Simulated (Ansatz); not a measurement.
Consider the redistribution: `[NH2][GeH2][CH2]F` + `C=C[Si](O)(Cl)Cl` → `C=[CH][GeH2][CH2]F` + `N[Si](O)(Cl)Cl`.

Computed with Ansatz on PBE0-D4/def2-TZVP structures; ΔE is electronic, products minus reactants. CBS: MP2 limit from def2 TZ/QZ plus the TZ coupled-cluster correction, frozen cores. This one scheme is used for every species. Functionals use def2-TZVPP. For Ge outer-core shells are correlated without core-valence functions, which leaves a few kJ/mol of doubt a bond. Scalar relativity is left out up to krypton. One conformer a species, not always the lowest.

| level | ΔE (kJ/mol) |
| --- | --- |
| r2SCAN | -42.9 |
| MP2/def2-QZVPP | -44.5 |

Task: What does CCSD(T)/CBS give? (Best estimate.)

Result: Ansatz gave: -44.2 kJ/mol. The listed levels differ from it by 1.3, -0.3 kJ/mol.

Largest T1 diagnostic among the species: 0.011.
